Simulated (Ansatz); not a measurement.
Consider the redistribution: GeH₄ + `CBOC(=O)O` → `O=[C](O)[GeH3]` + `CBO`.

Gas-phase electronic energies from Ansatz, PBE0-D4/def2-TZVP geometries. CCSD(T)/CBS adds triple-zeta CCSD(T) − MP2 to the extrapolated MP2 energy (def2 sets, frozen cores). DFT in def2-TZVPP. B3LYP here is the variant with VWN-RPA as its local correlation; programs differ in this. For Ge outer-core shells are correlated without core-valence functions, which leaves a few kJ/mol of doubt a bond. Scalar relativity is left out up to krypton. Each species was taken in one conformer, which may not be the lowest.

```csv
level,ΔE (kJ/mol),difference from CCSD(T)/CBS
PBE-D4,-10.4,-0.6
r2SCAN-D4,-0.1,9.7
PBE0-D4,-0.7,9.1
B3LYP-D4,-5.4,4.4
ωB97X-V,1.1,10.9
ωB97M-V,-3.0,6.8
B2PLYP,-7.0,2.8
PBE,-10.6,-0.8
r2SCAN,-0.4,9.4
PBE0,-0.9,8.9
B3LYP,-5.4,4.4
HF/def2-TZVPP,21.1,30.9
MP2/def2-TZVPP,-11.1,-1.3
SCS-MP2/def2-TZVPP,-8.4,1.4
CCSD/def2-TZVPP,-3.3,6.5
CCSD(T)/def2-TZVPP,-6.5,3.3
HF/def2-QZVPP,21.7,31.5
MP2/def2-QZVPP,-12.8,-3.0
SCS-MP2/def2-QZVPP,-10.2,-0.4
HF/CBS(def2),21.8,31.6
MP2/CBS(def2),-14.4,-4.6
CCSD/CBS(def2),-6.6,3.2
CCSD(T)/CBS,-9.8,0
```

Largest T1 diagnostic among the species: 0.015.

In def2-TZVPP, CCSD(T) changes the Hartree–Fock value by −27.7 kJ/mol (the triples alone add −3.2 kJ/mol) and MP2 by −32.2 kJ/mol. From PBE to PBE0 (25 % exact exchange), in def2-TZVPP and without D4, ΔE moves by +9.7 kJ/mol.
